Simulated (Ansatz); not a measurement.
Cost and result up the ladder for Li9Br9 (started as a model of: 2x3x3 LiBr rock-salt block) (18 atoms). Total charge 0; singlet. Geometry: PBE-D4/def2-SVP.

Cartesian coordinates in Å:
```
Li -0.313 2.241 -2.611
Br 1.197 0.309 -2.919
Li 2.694 -1.272 -1.750
Br -2.375 1.225 -1.705
Li -0.556 -0.741 -1.079
Br 1.135 -2.876 -0.700
Li -3.427 0.297 0.330
Br -2.437 -1.960 0.514
Li -0.419 -3.216 1.191
Br 0.625 3.750 -0.990
Li 2.117 1.633 -0.731
Br 3.927 -0.107 -0.044
Li -1.180 2.478 0.389
Br 0.476 0.634 0.924
Li 2.060 -1.307 1.317
Br -2.795 1.615 2.240
Li -1.237 -0.462 2.437
Br 0.508 -2.242 3.186
```

Ansatz on 4 threads of Arm Neoverse V2 on a shared host. Times are rough, and most runs start from the orbitals of an earlier one. No level here is sound enough to serve as a yardstick. Binding counts from free atoms at the same level (Li doublet, Br doublet; other spins of the atoms weren't run), without zero-point energy or a counterpoise term.

The 6-31G sets use Cartesian d functions.

```json
{"level": "r2SCAN-D4/def2-SVP (with forces)", "functions": "369", "binding energy per atom (eV)": "3.11"}
{"level": "HF/STO-3G", "functions": "207", "binding energy per atom (eV)": "3.49"}
{"level": "HF/6-31G", "functions": "342", "binding energy per atom (eV)": "2.30"}
{"level": "PBE-D4/def2-SVP (with forces)", "functions": "369", "binding energy per atom (eV)": "3.07"}
```

Q: Estimate how long each takes.

A: HF/STO-3G 9.5 s; PBE-D4/def2-SVP (with forces) 20 s; HF/6-31G 37 s; r2SCAN-D4/def2-SVP (with forces) 51 s. On shared hardware such times vary by a factor of up to 3.
